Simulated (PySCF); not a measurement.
# MOF across group 14

Level: PBE0, basis family def2-TZVP, scalar-relativistic core potentials from Rb on and no relativity for lighter atoms.

Each entry is the lowest minimum that a search over a few typed start shapes (and spin states, where more than one is plausible) found, or that minimum re-optimised at the stated level; isomers with ligand–ligand bonds, or fragments after loss of a ligand pair, can lie lower. Open shells are unrestricted; no spin–orbit coupling; PySCF with density fitting.

| molecule | 2S+1 | point group | mean bond to the central atom (Å) | lowest ω (cm⁻¹) | dipole (D) | atomisation (kJ/mol) | highest ω (cm⁻¹) |
| --- | --- | --- | --- | --- | --- | --- | --- |
| SiOF | 2 | Cs | 1.553 | 306 | 2.67 | 1124 | 1219 |
| GeOF | 2 | Cs | 1.707 | 185 | 2.43 | 908 | 776 |
| SnOF | 2 | Cs | 1.964 | 151 | 3.37 | 815 | 594 |

Left out of the table are members whose search was unfinished or whose lowest solution was spin-contaminated, unstable, very soft or bonded differently.
